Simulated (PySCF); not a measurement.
Species: C₇H₁₆SSi.
SMILES with atom numbers: `[CH3:1][CH2:2][Si@@H:3]1[CH2:4][C@@H:5]1[S:6][CH:7]([CH3:8])[CH3:9]`

Structure used (GFN2-xTB), in Å, numbered top down from 1:
```xyz
25
C7H16SSi angstrom
C     -3.9201   -0.7062   -0.0653
C     -3.0309    0.5339   -0.0270
Si    -1.7142    0.4422    1.3286
C     -0.1085    1.4054    1.1237
C      0.0453   -0.1029    0.8760
S      0.3948   -0.6558   -0.7964
C      2.2279   -0.5149   -0.9381
C      2.6927    0.9198   -0.7612
C      2.9257   -1.4723    0.0132
H     -4.4461   -0.8340    0.8788
H     -3.3253   -1.5975   -0.2497
H     -4.6615   -0.6204   -0.8580
H     -2.5361    0.6478   -0.9927
H     -3.6572    1.4159    0.1181
H     -2.1341    0.1229    2.6861
H      0.4307    1.7936    1.9778
H      0.0238    2.0310    0.2519
H      0.6386   -0.6488    1.5977
H      2.3942   -0.8350   -1.9708
H      2.5217    1.2540    0.2599
H      3.7584    0.9939   -0.9742
H      2.1578    1.5808   -1.4399
H      2.5275   -2.4785   -0.0989
H      2.7904   -1.1564    1.0462
H      3.9936   -1.4948   -0.1978
```

Probes without a nucleus sit at each ring's centroid and 1 Å off its mean plane on both sides; NICS is minus the shielding there, NICSzz its component along the normal. Level: GIAO PBE0/pcSseg-1 (PySCF, non-relativistic, gas phase) on the GFN2-xTB geometry, one conformer.

Ring bond lengths (Å), with Mayer bond orders in brackets: Si3–C4 1.884 (0.95), C4–C5 1.536 (0.85), C5–Si3 1.897 (0.87).

Task: What do the NICS probes read (ppm)?

Result: 
```
     ring                                              type  NICS(0)  NICS(1), two faces  NICS(1)zz, two faces  rms pucker (Å)  centre to ring atoms, mean (Å)
Si3–C4–C5  3-membered ring with Si; formal bonds all single    -25.8         -6.7 / -8.3         -11.0 / -16.6            0.00                            1.02
```

Task: What can be read from them?

Result: 
- Si3–C4–C5: mean NICS(1)zz -13.8 ppm, shielded. Si3, C4, C5 have four or more neighbours; no verdict on aromaticity is drawn. The two faces differ by 5.6 ppm, so no symmetry operation interchanges them. NICS(0) lies 18 ppm below the mean NICS(1).

Task: What is the mean of the two in-plane components of NICS at the first NICS(1) probe listed for ring Si3–C4–C5, 1 Å off the ring?

Result: The isotropic value is a third of the trace: (3 × -6.7 − (-11.0))/2 = -4.6 ppm.

Task: How shielded are the nuclei of the rings and their hydrogens (means over atoms taken as equivalent)?

Result: 
```csv
atoms,environment,σ isotropic (ppm)
Si3,SiH silicon,466.2
C4,sp3 carbon bound to silicon,173.5
C5,sp3 carbon bound to sulfur,176.0
H15,Si–H hydrogen,28.61
H16,methylene hydrogen,30.60
H17,methylene hydrogen,31.10
H18,methine hydrogen,29.59
```

The run took 1.9 min of wall time on an Arm Neoverse N1 with one thread, on a shared host, and the process peaked at 1.1 GiB of memory. This is the whole shielding run at PBE0/pcSseg-1, SCF included.
